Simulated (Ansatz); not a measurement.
Geometry optimisation, RKS PBE/def2-SVP (Ansatz).

Input:

```yaml
crystal:
  periodic: [false, false, false]
  atoms:
    - { symbol: Ge, position_ang: [-0.055237, 0.548909, -0.399221] }
    - { symbol: O, position_ang: [0.628044, -0.282235, 2.363314] }
    - { symbol: H, position_ang: [-0.232486, -0.738549, 2.44617] }
    - { symbol: H, position_ang: [1.336571, -0.089413, -0.474867] }
    - { symbol: Cl, position_ang: [-0.533931, 1.5024, -2.27654] }
    - { symbol: Cl, position_ang: [-1.663827, -0.836908, 0.031102] }
    - { symbol: F, position_ang: [-0.147813, 1.819859, 0.754879] }
    - { symbol: H, position_ang: [0.36558, 0.668937, 2.461562] }
basis:
  gaussian: { orbitals: def2-SVP }
hamiltonian:
  xc: pbe
relax:
  f_tol: 0.03
  max_steps: 50
output:
  orbitals: {}
```

Launched with:

```bash
$ ansatz run input.yaml --threads 4 --pin off --max-ram 5120MiB --backend cpu --events-out ev --progress --plain --runs-dir out
```

**Question.** Where does it end, and by what steps?

**Answer.** The run converged. After 7 steps the energy has fallen by 0.063 eV; O2 moved furthest, 0.25 Å.

| step | energy less start (eV) | largest force component (eV/Å) | accepted |
| --- | --- | --- | --- |
| 0 | 0.0000 | 0.907 | yes |
| 1 | -0.0262 | 0.906 | yes |
| 2 | -0.0253 | 1.400 | no |
| 3 | -0.0574 | 0.421 | yes |
| 4 | -0.0598 | 0.168 | yes |
| 5 | -0.0606 | 0.330 | yes |
| 6 | -0.0626 | 0.166 | yes |
| 7 | -0.0632 | 0.017 | yes |

```xyz
8
Properties=species:S:1:pos:R:3
Ge -0.032 0.522 -0.278
O 0.583 -0.244 2.124
H -0.232 -0.749 2.317
H 1.369 -0.088 -0.395
Cl -0.505 1.411 -2.202
Cl -1.691 -0.834 0.104
F -0.170 1.919 0.790
H 0.373 0.657 2.446
```

Whether the end is a true minimum wasn't checked by a vibrational analysis.

Time of the run: 11 s on 4 threads of Arm Neoverse V1, with other jobs on the host, peak memory 0.17 GiB.
